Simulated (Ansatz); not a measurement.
`F[SiH](F)Br` + `O[Si]Cl` → `F[SiH](F)Cl` + `O[Si]Br`  (redistribution)

Program: Ansatz. Geometries: PBE0-D4/def2-TZVP. ΔE: electronic, gas phase. CCSD(T)/CBS adds triple-zeta CCSD(T) − MP2 to the extrapolated MP2 energy (def2 sets, frozen cores). This one scheme is used for every species. DFT in def2-TZVPP. For Br outer-core shells are correlated without core-valence functions, which leaves a few kJ/mol of doubt a bond. Scalar relativity is left out up to krypton. One conformer a species, not always the lowest.

`F[SiH](F)Br`:

```xyz
5

F     1.478   -0.423   -0.460
Si    0.076    0.049    0.090
F    -0.305   -0.895    1.296
Br   -1.419   -0.167   -1.485
H     0.171    1.435    0.559
```

`O[Si]Cl`:

Z-matrix (Å, degrees):
```
O
Si 1 1.637
H 1 0.963 2 120.4
Cl 2 2.110 1 101.3 3 -0.0
```

`F[SiH](F)Cl`:

```xyz
5

F     1.503    0.052   -0.518
Si   -0.015   -0.016   -0.096
F    -0.662    1.386   -0.413
Cl   -0.130   -0.360    1.889
H    -0.697   -1.062   -0.862
```

`O[Si]Br`:

```xyz
4

O     0.490   -0.601    0.799
Si    0.089   -0.822   -0.771
Br   -0.875    1.193   -1.272
H     0.296    0.230    1.244
```

| species | ωB97X-V energy (Eh) |
| --- | --- |
| `F[SiH](F)Br` | -3063.87165 |
| `O[Si]Cl` | -825.50191 |
| `F[SiH](F)Cl` | -950.10263 |
| `O[Si]Br` | -2939.27341 |

**Question.** Work out ΔE.

**Answer.** ΔE = (-950.10263) + (-2939.27341) − (-3063.87165) − (-825.50191) = -0.00248 Eh = -0.07 eV. CCSD(T)/CBS gives -0.07 eV.

Largest T1 diagnostic among the species: 0.014.

At CCSD(T), def2-SVP lies −0.05 eV from the extrapolated value and def2-TZVPP −0.01 eV. Leaving LDA and LC-ωPBE aside and taking each functional with its dispersion term where it has one, the values, not all of them listed here, spread over 0.02 eV, from r2SCAN0-D4 to ωB97X-V.
